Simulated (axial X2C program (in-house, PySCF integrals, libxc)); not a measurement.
How long does WB take?

A bond scan computed with an axial X2C code built on PySCF integrals. Basis: W dyall-cv3z [13s14p9d7f4g], B dyall-v3z [7s6p2d1f] (cores contracted in-house).

Input file and command:
```json
{
 "zs": [
  74,
  5
 ],
 "q": 0,
 "bas": [
  "dyall-cv3z",
  "dyall-v3z"
 ],
 "levels": [
  "PBE0",
  "HF",
  "r2SCAN"
 ],
 "cc": true,
 "r0": 2.22,
 "thr": -2.0,
 "nmax": 110,
 "npts": 10,
 "nst": 2,
 "ntry": 8
}
```
```bash
python so2c.py task.json out
```

Keys: zs atomic numbers; q charge; bas basis sets; levels methods; cc coupled cluster on or off; r0 starting distance in Å; thr threshold in hartree for freezing inner shells (an s shell follows its p shell); nmax most natural virtual spinors; npts points on the curve; nst determinants followed; ntry starts of the search. HF also brings MP2.

Hardware: 1 thread of Arm Neoverse V1, on a shared host.

Wall time of one point of each curve, integrals apart:

```
Hamiltonian                                level  points  seconds a point
  spin-free                                 PBE0      10                1
  spin-free                                   HF      10             0.71
  spin-free  CCSD(T) (9 electrons, 110 virtuals)       7              7.5
  spin-free                               r2SCAN      10              1.1
         2c                                 PBE0      10              1.7
         2c                                   HF      10              2.2
         2c  CCSD(T) (9 electrons, 110 virtuals)       7               11
         2c                               r2SCAN      10              1.2
```

The rest:

Search with its distance optimisation 95 s, atoms 28 s, whole task 330 s. Coupled cluster runs on the points near the minimum only. The program drops outer points, and coupled cluster, when its time limit (not in the input) nears; MP2, further determinants and curves that did not converge are not in the table.
